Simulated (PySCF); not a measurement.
Mo(NH)2(OH)(Me) (CH6MoN2O), SMILES [CH3][Mo](=[NH])(=[NH])[OH], multiplicity 1. Atoms are numbered in the order given.

```xyz
11

Mo    -0.0386     0.0161    -0.0699
N     -1.4882    -0.9316    -0.2677
H     -2.1771    -1.5380    -0.7255
N      1.1499    -0.3322    -1.3019
H      1.4389    -0.8041    -2.1678
O     -0.4111     1.8785     0.1033
H      0.1146     2.5404    -0.3824
C      0.8277    -0.7426     1.7122
H      1.0262    -1.8303     1.6509
H      0.1250    -0.5543     2.5507
H      1.7862    -0.2132     1.8949
```
Charge 0, spin multiplicity 1.

Geometry: PBE-D3(BJ)/def2-SVP. The spin state was assumed, not searched. The structure was generated by enumeration; whether it is a known compound was not checked. The def2 effective core potentials stand for the cores of Mo; spin–orbit coupling is left out. The values are those of a single conformer.

Method: ωB97X/def2-TZVP (PySCF).

ESP charges are fitted to the potential on shells at 1.4 to 2.0 van der Waals radii. Atomic charges (e):

```tsv
atom	Mulliken	Löwdin	ESP fit
Mo1	1.55	0.70	1.24
N2	-0.74	-0.37	-0.79
H3	0.25	0.16	0.40
N4	-0.70	-0.36	-0.84
H5	0.25	0.16	0.41
O6	-0.74	-0.34	-0.69
H7	0.35	0.18	0.42
C8	-0.65	-0.49	-0.55
H9	0.15	0.13	0.13
H10	0.14	0.12	0.15
H11	0.14	0.12	0.13
```
